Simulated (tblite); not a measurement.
Compound: C7H11OP.
Atom-mapped SMILES: `[CH2:1]=[CH:2][P@@:3]1(=[O:4])[CH:5]=[C:6]([CH3:7])[CH2:8][CH2:9]1` (hydrogens: H10, H11 on C1; H12 on C2; H13 on C5; H14, H15, H16 on C7; H17, H18 on C8; H19, H20 on C9)

Geometry (GFN2-xTB, Å), atoms numbered from 1 in this order:
```xyz
20
C7H11OP angstrom
C      3.291    1.090   -0.049
C      1.994    0.941   -0.253
P      1.171   -0.559    0.355
O      2.066   -1.500    1.036
C     -0.320    0.001    1.216
C     -1.392   -0.040    0.431
C     -2.778    0.340    0.829
C     -1.165   -0.493   -0.990
C      0.181   -1.211   -1.061
H      3.838    0.320    0.473
H      3.846    1.954   -0.381
H      1.389    1.677   -0.763
H     -0.319    0.308    2.249
H     -3.145    1.144    0.190
H     -2.815    0.668    1.864
H     -3.449   -0.510    0.704
H     -1.983   -1.137   -1.321
H     -1.164    0.387   -1.640
H      0.067   -2.281   -0.871
H      0.683   -1.088   -2.021
```

Method: GFN2-xTB as coded in tblite; computed harmonic values from a numerical Hessian at the method's own geometry, unscaled. The method is semi-empirical: single wavenumbers can be off by several per cent or more. One conformer, not necessarily the lowest.

Harmonic wavenumbers (cm⁻¹): 67.5, 75.8, 121.7, 122.1, 188.2, 218.4, 268.1, 308.9, 353.0, 360.1, 433.9, 503.6, 525.1, 554.6, 657.2, 758.5, 761.7, 779.4, 832.7, 876.1, 908.0, 932.6, 973.4, 1005.2, 1012.8, 1013.4, 1047.6, 1098.3, 1102.4, 1160.7, 1221.4, 1226.8, 1240.2, 1276.7, 1315.7, 1377.2, 1398.0, 1434.8, 1469.8, 1473.8, 1475.5, 1661.2, 1681.4, 2939.0, 2958.4, 2970.8, 2985.9, 3000.8, 3014.9, 3053.0, 3057.8, 3078.7, 3100.3, 3109.7.

A = 2648, B = 917.7, C = 897.2 MHz; mass 142.055 u (most abundant isotopes); point group C1, symmetry number 1.

**Question.** Zero-point energy?

**Answer.** Half the sum of the wavenumbers: 35271 cm⁻¹ = 100.85 kcal/mol.

**Question.** Entropy at 200 K, 1 bar (ideal gas, RRHO, classical rotation)?

**Answer.** Translation 38.81, rotation 28.19, vibration 18.48: S = 85.5 cal/(mol K).

**Question.** And Cp and H(200 K) − H(0)?

**Answer.** Cp = 29.36 cal/(mol K), of which vibrations give 21.41 (their classical limit is 54 R = 107.3); H(200 K) − H(0) = 3.69 kcal/mol without the zero-point energy, 2.10 from vibrations.

**Question.** How do the functions run with temperature in this model?

**Answer.** 
```tsv
T (K)	S (cal/(mol K))	Cp (cal/(mol K))	H − H(0) (kcal/mol)	G − H(0) (kcal/mol)	ln q(vib)
150	77.8	24.1	2.36	-9.32	2.70
250	92.6	34.8	5.29	-17.86	5.34
298.15	99.2	40.1	7.10	-22.47	6.62
400	112.5	50.9	11.75	-33.26	9.36
600	136.5	67.4	23.68	-58.21	14.72
900	167.0	83.0	46.43	-103.89	22.36
```

q(vib) and H(0) count from the zero-point level.

**Question.** Blend soft modes into free rotors: weight 1/[1 + (100 cm⁻¹/ν̃)⁴] for the oscillator and the rest for a rotor with moment μB/(μ + B), μ = h/(8π²ν), B = 10⁻⁴⁴ kg m². What vibrational entropy results?

**Answer.** 17.66 cal/(mol K) in place of 18.48, which changes −T·S at 200 K by +0.16 kcal/mol.

Hindered rotation and anharmonicity are outside this model. Other conformers, if any are populated, would add a mixing term that is left out. The structure is chiral; the term R ln 2 for an equal mix with its mirror image is left out.

Hardware: one thread of an Arm Neoverse N1, no GPU, shared host with 64 logical CPUs at a one-minute load of 26. Cost: 1.3 s. The figure is for the frequency step alone.
